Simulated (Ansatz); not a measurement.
The cluster Mn₃⁺. Total charge 1; multiplicity 11. Geometry PBE-D4/def2-TZVP; atoms count from 1.

Cartesian coordinates in Å:
```
Mn -0.073 -0.683 1.147
Mn 0.259 1.312 0.018
Mn -0.186 -0.629 -1.165
```

The charge 1 multiplicity 11 is spin-contaminated (final ⟨S²⟩ up to 31.41, 30.00 for a pure state). At PBE0-D4/def2-TZVP a multiplicity 13 of charge 1 lies 1.91 eV below the multiplicity 11, each at its own geometry. The structure comes from a short search, and lower isomers may exist.

Estimate the Mulliken populations from the PBE0/def2-TZVP orbitals of Ansatz.


| atom | charge (e) | spin (α − β) | d electrons |
| --- | --- | --- | --- |
| Mn1 | 0.37 | 4.10 | 5.61 |
| Mn2 | 0.37 | 4.10 | 5.61 |
| Mn3 | 0.27 | 1.80 | 5.80 |
Mulliken values depend strongly on the basis.

Where does the spin sit?

Summed by element: Mn 10.00, of 10 unpaired in all. Largest on single atoms: Mn2 4.10, Mn1 4.10, Mn3 1.80.

And the Mayer bond orders between heavy atoms (over 0.3)?

Mn1–Mn2 1.02 (2.32 Å); Mn1–Mn3 1.11 (2.32 Å); Mn2–Mn3 1.11 (2.32 Å).
